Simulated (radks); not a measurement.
Values are calculated unless marked as measured or tabulated.
Valence configurations of the europium ion Eu+ (all share [Xe]). Code: a radial shooting solver on a logarithmic mesh with Libxc functionals. Model: Dirac Kohn-Sham, PBE, spin-unpolarised, spherical densities, point nucleus; open shells fill j = l - 1/2 first. Energies are relative to 4f7 6s1; eigenvalues in eV.

\begin{tabular}{lrrrrrr}
valence & E (eV) & e(4f5/2) & e(4f7/2) & e(5d3/2) & e(6p1/2) & e(6p3/2) \\ \hline
4f7 6s1 & 0.000 & -9.055 & -8.441 & - & - & - \\
4f5 6s1 6p2 & 21.949 & -28.725 & - & - & -8.512 & - \\
4f6.5 6s1.5 & 0.688 & -12.853 & -12.210 & - & - & - \\
4f8 & 2.369 & -3.629 & -3.074 & - & - & - \\
4f7.5 6s0.5 & 0.669 & -5.877 & -5.293 & - & - & - \\
4f3 6s1 6p4 & 85.082 & -53.377 & - & - & -11.210 & -10.371 \\
4f7 6p1 & 2.966 & -10.137 & -9.522 & - & -6.158 & - \\
4f6 6s2 & 2.991 & -17.108 & - & - & - & - \\
4f7 5d1 & 1.465 & -7.263 & -6.652 & -6.054 & - & - \\
4f6 6s1 6p1 & 6.443 & -18.160 & - & - & -7.143 & - \\
\end{tabular}

NIST lists [Xe] 4f7 6s1 as the ground configuration; this level of theory agrees among the configurations tried. The energies are those of spherical spin-averaged densities, not of single terms.
